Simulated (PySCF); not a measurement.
Gas-phase reaction: In(CH3)3 + 6 C2H2 (acetylene) → InH + 5 C3H4 (allene)

Computed with PySCF and rigid-rotor harmonic-oscillator thermochemistry at 1 bar. † marks an energy on the PBE0/def2-TZVP geometry and frequencies; other levels use their own. MP2 freezes the core. All species are closed-shell singlets. In: scalar-relativistic def2 core potential, no spin-orbit coupling. Methyl groups turn as free rotors in In(CH3)3. InH: computed as isolated molecules; such fragments, hydroxides, amides, oligomers or adducts are transient or little studied in the gas. MP2 isn't extrapolated to the basis-set limit; its ΔH°(298 K) is -268.9 kJ in def2-SVP and -226.6 kJ in def2-TZVPP. The harmonic model lacks anharmonicity and excited electronic states, which grow with temperature; levels with a mode under 35 cm⁻¹ are left out. Soft modes under 120 cm⁻¹ make the harmonic entropy rough for In(CH3)3.

```
level               ΔE electronic, kJ  ΔH°(298 K), kJ  ΔS°(298 K), J/K  ΔG°(600 K), kJ
------------------  -----------------  --------------  ---------------  --------------
HF/def2-TZVP†                    -356            -336             -152            -239
M06-2X/def2-TZVP†                -366            -345             -152            -248
MP2/def2-SVP†                    -289            -269             -152            -172
MP2/def2-TZVPP†                  -247            -227             -152            -130
PBE/def2-SVP                     -548            -536             -150            -440
PBE0/def2-SVP†                   -533            -513             -152            -416
PBE0/def2-TZVP                   -472            -451             -152            -355
r2SCAN/def2-TZVP†                -456            -436             -152            -339
LDA/def2-TZVP†                   -559            -539             -152            -442
ωB97M-V/def2-TZVP†               -377            -357             -152            -260
ωB97X-V/def2-TZVP†               -392            -372             -152            -275
```
ΔH° is lowest at LDA/def2-TZVP† and highest at MP2/def2-TZVPP†. No reference value is set beside these.
